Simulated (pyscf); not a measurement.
**F–Sb(F)–Cl (SMILES [F][Sb]([F])[Cl]), singlet**

Gas-phase minimum from PySCF at ωB97X-D3(BJ)/def2-SVP, one conformer. 

```
Sb
F 1 1.9185
F 1 1.9188 2 94.42
Cl 1 2.3382 2 96.33 3 96.87
```
Charge 0, spin multiplicity 1.

Properties at ωB97X-D3(BJ)/def2-SVP:

```yaml
harmonic_wavenumbers_unscaled: 157, 181, 223, 402, 660, 669 cm⁻¹
zero_point_energy: 3.3 kcal/mol
rotational_symmetry_number: 1
Entropy of this conformer at 298 K and 1 atm, rigid rotor and harmonic oscillator, modes under 100 cm⁻¹ raised to 100: 323.8 J/(mol K)
dipole_moment: 3.67 D
```

Single-point totals, which compare only within one level (frozen core for MP2 and CC):

```csv
level,total energy (hartree)
ωB97X-D3(BJ)/def2-TZVP,-900.44765
PBE/def2-TZVP,-899.98820
r²SCAN/def2-TZVP,-900.34505
B3LYP-D3(BJ)/def2-TZVP,-900.46119
PBE0-D3(BJ)/def2-TZVP,-900.02473
M06-2X/def2-TZVP,-900.19577
ωB97M-D3(BJ)/def2-TZVP,-900.48968
HF/def2-TZVPP,-897.84394
MP2/def2-TZVPP,-898.87405
CCSD/def2-TZVPP,-898.87449
CCSD(T)/def2-TZVPP,-898.90936
```

The CCSD(T) − MP2 part came from Ansatz, without density fitting, on the same reference. The frozen core leaves the outer d or s,p core shells of the metals and heavy elements correlated in the MP2 and CC values, and def2-TZVPP describes them poorly, so these totals are far from the basis limit. Elements past Kr carry the def2 core potentials, without spin-orbit coupling.
